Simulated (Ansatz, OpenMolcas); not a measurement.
## A ladder of methods for CH5BO2 (SMILES COBO)

The species is CH5BO2 (9 atoms), meant as a singlet with charge 0. SMILES: `COBO`. Geometry: relaxed at PBE0-D4/def2-TZVP. This is one conformer, not always the lowest.

Each level gives the HOMO–LUMO gap (eV). The values are calculated.

```json
{"level": "M06-L/cc-pVDZ", "kind": "meta-GGA", "program": "OpenMolcas", "value (eV)": "8.01", "CPU time": "56 s"}
{"level": "TPSS/cc-pVDZ", "kind": "meta-GGA", "program": "OpenMolcas", "value (eV)": "7.48", "CPU time": "60 s"}
{"level": "r2SCAN/cc-pVDZ", "kind": "meta-GGA", "program": "Ansatz", "value (eV)": "7.95", "CPU time": "8.7 s"}
{"level": "B3LYP/cc-pVDZ", "kind": "global hybrid", "program": "OpenMolcas", "value (eV)": "9.26", "CPU time": "46 s"}
{"level": "PBE0/cc-pVDZ", "kind": "global hybrid", "program": "Ansatz", "value (eV)": "9.80", "CPU time": "4.7 s"}
{"level": "r2SCAN0/cc-pVDZ", "kind": "hybrid meta-GGA", "program": "Ansatz", "value (eV)": "10.34", "CPU time": "8.2 s"}
{"level": "wB97X/cc-pVDZ", "kind": "range-separated hybrid", "program": "Ansatz", "value (eV)": "14.63", "CPU time": "18 s"}
{"level": "B2PLYP/cc-pVDZ", "kind": "double hybrid", "program": "OpenMolcas", "value (eV)": "12.68", "CPU time": "31 s"}
```

The values span 7.48 to 14.63 eV. Orbital gaps aren't excitation energies, and those of double hybrids come from the SCF part alone; they tend to grow with the share of exact exchange. CPU times are rough (shared hosts, several kinds of processor and program).
